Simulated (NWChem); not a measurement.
System: CH2F4Si; SMILES F[SiH2]C(F)(F)F

NWChem input:

```
start job
memory heap 200 mb stack 900 mb global 1100 mb
geometry units angstroms
  Si     1.277124    -0.351202     0.199516
  F      1.865670     0.970805    -0.477723
  C     -0.654956    -0.137860     0.062425
  F     -1.082807    -0.029897    -1.210449
  F     -1.110729     0.948729     0.710454
  F     -1.319027    -1.189257     0.588482
  H      1.646940    -1.474807    -0.638540
  H      1.614312    -0.331264     1.606069
end
basis spherical
  * library 6-31g*
end
dft
  xc b3lyp
  iterations 150
end
driver
  maxiter 120
end
task dft optimize
task dft freq
```

The level has its own optimisation; frequencies are unscaled.

Give the results of this calculation. (B3LYP/6-31G* (spherical d).) Quantities: r F–Si (Å); r C–Si (Å); r H–Si (Å); highest harmonic frequency (cm⁻¹); lowest (cm⁻¹); zero-point energy (kcal/mol); dipole (D).


- r F–Si (Å): 1.610
- r C–Si (Å): 1.921
- r H–Si (Å): 1.479
- highest harmonic frequency (cm⁻¹): 2321
- lowest (cm⁻¹): 63
- zero-point energy (kcal/mol): 21.7
- dipole (D): 1.73
